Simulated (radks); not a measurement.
Values are calculated unless marked as measured or tabulated.
Species: W67+. Configuration: [He] 2s2 2p3. Level of theory: non-relativistic Kohn-Sham, LB94 model potential, spin-polarised, spherical densities, point nucleus; open shells are filled with parallel spins first (spin-orbit coupling, left out, can overturn this in heavy ions); relativity is left out, which matters for an element this heavy (a radial shooting solver on a logarithmic mesh with Libxc functionals).

Unscreened Slater integrals over Kohn-Sham orbitals (hartree). They are taken over the spin-up orbitals. Empty in this configuration: 3s.

F0(2p,2p): 12.887
F2(2p,2p): 6.2089
F0(2p,2s): 11.570
G1(2p,2s): 6.3709
F0(2p,1s): 17.310
G1(2p,1s): 3.4852
F0(2p,3s): 6.1137
G1(2p,3s): 0.66185
F0(2s,2s): 10.768
F0(2s,1s): 15.039
G0(2s,1s): 1.5286
F0(2s,3s): 5.9387
G0(2s,3s): 0.52285
F0(1s,1s): 45.938
F0(1s,3s): 7.0057
G0(1s,3s): 0.39173
F0(3s,3s): 4.6777

Derived for the open shells (J is the average intra-shell exchange parameter used in DFT+U). 2p: J = F2/5 = 1.242 hartree.
